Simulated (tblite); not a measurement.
As25H13 (flake black arsenene) at step 0 of a GFN2-xTB optimisation (tblite, gas phase), coordinates in Å:

```
  1 As   -1.4357   -1.0741   -4.8656
  2 As   -3.2688   -1.0697   -3.1723
  3 As   -1.4354   -1.0746    4.0770
  4 As   -1.4413   -1.0679   -0.4002
  5 As   -3.2666   -1.0735    1.3080
  6 As   -5.0939   -1.0728   -0.3966
  7 As   -1.4405    1.3474    3.5363
  8 As   -1.4372    1.3484   -0.9289
  9 As   -3.2629    1.3436    1.8406
 10 As   -3.2684    1.3449   -2.6274
 11 As   -5.0927    1.3445   -0.9325
 12 As    4.0319   -1.0743   -3.1654
 13 As    2.2060   -1.0716   -4.8590
 14 As    0.3866   -1.0729   -3.1681
 15 As    4.0322   -1.0672    1.3048
 16 As    2.2075   -1.0717    4.0823
 17 As    0.3848   -1.0704    5.7755
 18 As    2.2083   -1.0757   -0.3950
 19 As    0.3838   -1.0705    1.3071
 20 As    4.0372    1.3466    1.8437
 21 As    2.2071    1.3495    3.5411
 22 As    4.0335    1.3472   -2.6292
 23 As    2.2128    1.3503   -0.9238
 24 As    0.3802    1.3414    1.8395
 25 As    0.3849    1.3483   -2.6281
 26 H    -1.4467    0.4107   -5.1907
 27 H    -4.3775   -1.0700   -4.2017
 28 H    -2.5538   -1.0717    5.1127
 29 H    -6.2026   -1.0719    0.6395
 30 H    -4.3771    1.3461    2.8799
 31 H    -6.1996    1.3463   -1.9671
 32 H     5.1452   -1.0710   -4.2008
 33 H     2.2084    0.4117   -5.1951
 34 H     5.1492   -1.0736    0.2727
 35 H     3.3233   -1.0705    5.1082
 36 H     0.3849    0.4138    6.1009
 37 H     5.1463    1.3458    2.8724
 38 H     5.1480    1.3482   -1.5961
```

(1) What are the forces on the atoms (eV/Å)?

## Answers

(1) 
```
  1 As   -0.27   -0.56    0.16
  2 As    0.65   -0.11   -0.34
  3 As    0.60   -0.05    0.41
  4 As   -0.16   -0.21    0.67
  5 As   -0.75    0.07   -0.26
  6 As    0.09    0.02   -0.33
  7 As   -0.40   -0.12    0.23
  8 As   -0.09    0.18   -0.63
  9 As    0.41    0.21    0.20
 10 As   -0.45   -0.08   -0.13
 11 As    0.13    0.00    0.40
 12 As   -0.21    0.13    0.11
 13 As    0.31   -0.54    0.20
 14 As   -0.03    0.07   -0.97
 15 As   -0.09   -0.07    0.38
 16 As   -0.69   -0.05    0.29
 17 As    0.01   -0.55   -0.17
 18 As    0.41   -0.05    0.66
 19 As    0.01   -0.26   -0.60
 20 As   -0.14    0.03   -0.38
 21 As    0.48   -0.18    0.08
 22 As   -0.27   -0.04   -0.52
 23 As    0.38    0.05   -0.74
 24 As    0.08    0.19    0.71
 25 As    0.08    0.10   -0.09
 26 H     0.03    0.40    0.17
 27 H    -0.18    0.28   -0.27
 28 H    -0.12    0.29    0.23
 29 H    -0.13    0.30    0.31
 30 H    -0.15   -0.30    0.24
 31 H    -0.19   -0.31   -0.36
 32 H     0.10    0.28   -0.23
 33 H    -0.03    0.40    0.18
 34 H     0.15    0.32   -0.38
 35 H     0.18    0.31    0.29
 36 H     0.00    0.39   -0.16
 37 H     0.17   -0.28    0.33
 38 H     0.09   -0.24    0.28
```
